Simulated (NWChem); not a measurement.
System: GeH₃OCl; SMILES [OH][GeH2][Cl]

NWChem input:

```
start job
memory heap 200 mb stack 900 mb global 1100 mb
geometry units angstroms noautoz
  Ge    -0.344579    -0.443021    -0.018948
  O      1.140023    -1.396005    -0.109673
  Cl     0.156175     1.663068    -0.038287
  H     -1.117609    -0.779932    -1.293106
  H     -1.095700    -0.691511     1.298351
  H      1.747820    -1.230590     0.619647
end
basis spherical
  Ge library def2-svpd
  O library def2-svpd
  Cl library def2-svpd
  H library def2-svpd
end
dft
  xc b3lyp
  iterations 150
  mulliken
end
task dft energy
```

All runs use the structure optimised with PBE0/def2-SVP.

What results follow from this input? (B3LYP/def2-SVPD.) Quantities: basis functions; energy (Ha); highest occupied level (eV); orbital gap (eV); dipole (D).


* **number of basis functions**: 112
* **energy (Ha)**: -2613.90
* **highest occupied level (eV)**: -8.67
* **orbital gap (eV)**: 8.01
* **dipole (D)**: 1.68
